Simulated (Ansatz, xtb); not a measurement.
# Cl2H2MgO2Sn: which of two structures lies lower

Structure X: a singlet given by its coordinates. Structure Y: a singlet given by its coordinates. Both are isolated molecules in the gas phase, relaxed with r2SCAN-D4/def2-SVP.

X (Å):

```xyz
8

Cl   -1.0150    2.3065   -0.8759
Cl    0.0084   -0.5840   -2.3475
Mg   -0.4111    0.0049    0.0803
O    -1.1678   -0.8678    1.4486
O     1.4643    0.6928   -0.1115
Sn    1.1782    1.6406   -1.9995
H    -1.9533   -1.2473    1.8376
H     1.9862    1.1420    0.5676
```

Close contacts (Å): Cl1–Mg3 2.56, Cl1–Sn6 2.55, Cl2–Mg3 2.53, Cl2–Sn6 2.54, Mg3–O4 1.79, Mg3–O5 2.01, Mg3–Sn6 3.09, O5–Sn6 2.13, O4–H7 0.96, O5–H8 0.97.

Y (Å):

```xyz
8

Cl   -0.6906   -0.4914   -0.1614
Cl    3.1324    1.3515    0.1864
Mg    1.5660   -0.1918    0.4428
O    -1.1000   -2.1020    2.9352
O     1.5158   -1.8919    1.3335
Sn   -0.4766   -2.8287    1.1861
H    -0.7876   -1.2250    3.1990
H     2.1991   -2.3631    1.8272
```

Close contacts (Å): Cl1–Mg3 2.36, Cl1–Sn6 2.71, Cl2–Mg3 2.21, Mg3–O5 1.92, O4–Sn6 1.99, O5–Sn6 2.21, O4–H7 0.97, O5–H8 0.97.

Task: Estimate E(Y) − E(X) at the level CCSD(T)/def2-SVP + ΔMP2/def2-TZVPP.

Result: Calculated at CCSD(T)/def2-SVP + ΔMP2/def2-TZVPP: E(Y) − E(X) = +5.86 kJ/mol, so structure X lies lower.

The same difference at several levels:

```tsv
level	geometry	E(Y) − E(X) (kJ/mol)	departure from the last row (kJ/mol)	job, with rough time for the two
r2SCAN-D4/def2-SVP	r2SCAN-D4/def2-SVP	+17.81	+11.96	optimisation, 2 min
HF/def2-SVP	r2SCAN-D4/def2-SVP	−1.79	−7.65	part of the CCSD(T) run
MP2/def2-SVP	r2SCAN-D4/def2-SVP	+10.06	+4.20	part of the CCSD(T) run
CCSD(T)/def2-SVP	r2SCAN-D4/def2-SVP	+10.43	+4.57	single point
CCSD(T)/def2-SVP + ΔMP2/def2-TZVPP	r2SCAN-D4/def2-SVP	+5.86		single point, 49 s
```

HF/def2-SVP finds them nearly level. The largest departure from CCSD(T)/def2-SVP + ΔMP2/def2-TZVPP is that of r2SCAN-D4/def2-SVP, 11.96 kJ/mol. Levels run at GFN2-xTB geometries aren't shown. The last row adds to CCSD(T) the change of the MP2 difference between the two basis sets, here −4.57 kJ/mol.

With harmonic frequencies from r2SCAN-D4/def2-SVP (ideal gas, rigid rotor, one conformer each, 298.15 K, 1 atm): on the last row, ΔE + ΔZPE = +6.99 kJ/mol. A mode under 50 cm⁻¹ makes harmonic enthalpies and free energies unreliable, so none is given.

The correlated steps freeze 17 core orbitals; the filled d shell of Sn is correlated; the last core shell of Mg is correlated, in a basis made for valence electrons. Atoms past krypton carry core potentials in the def2 sets and no spin–orbit term is included. Programs: Ansatz 0.2.0; the last row on 2 threads of INTEL(R) XEON(R) PLATINUM 8581C CPU @ 2.10GHz (Emerald Rapids) on a shared host.
